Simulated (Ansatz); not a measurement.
CH$_{4}$B$_{2}$FN, SMILES `B/C=N\BF`. The species carries charge 0 and has multiplicity 1. All single points use the PBE0-D4/def2-TZVP geometry. It is one conformer, not always the lowest.

```xyz
9

B    -1.025    0.771   -0.073
C     0.262    0.930   -0.893
N     0.753   -0.057   -0.293
B     0.704   -1.174    0.549
F     1.225   -1.105    1.771
H    -1.869    0.044   -0.504
H    -1.112    1.316    0.984
H     0.780    1.484   -1.675
H     0.281   -2.210    0.132
```

(1) What is the dipole moment at r2SCAN/def2-TZVPP? (Best estimate.)

(2) And with PBE, B3LYP, ωB97M-V? (An estimate is asked.)

(3) Give the Mulliken charges with r2SCAN, PBE, B3LYP in def2-TZVPP. (An estimate is asked.)

## Answers

(1) The calculation gave: 2.35 D, with components (0.16, 1.15, -2.04) D in this frame, pointing from negative to positive charge.

(2) Ansatz gave: PBE 2.27 D, B3LYP 2.41 D, ωB97M-V 2.42 D.

(3) The calculation gave: 
```csv
atom,r2SCAN,PBE,B3LYP
B1,-0.09,-0.14,-0.16
C2,0.06,0.00,0.02
N3,-0.06,0.03,-0.04
B4,0.24,0.16,0.19
F5,-0.27,-0.21,-0.25
H6,0.03,0.04,0.05
H7,0.03,0.04,0.05
H8,0.10,0.12,0.14
H9,-0.03,-0.03,-0.01
```

B3LYP here is the variant with VWN-RPA as its local correlation; programs differ in this.
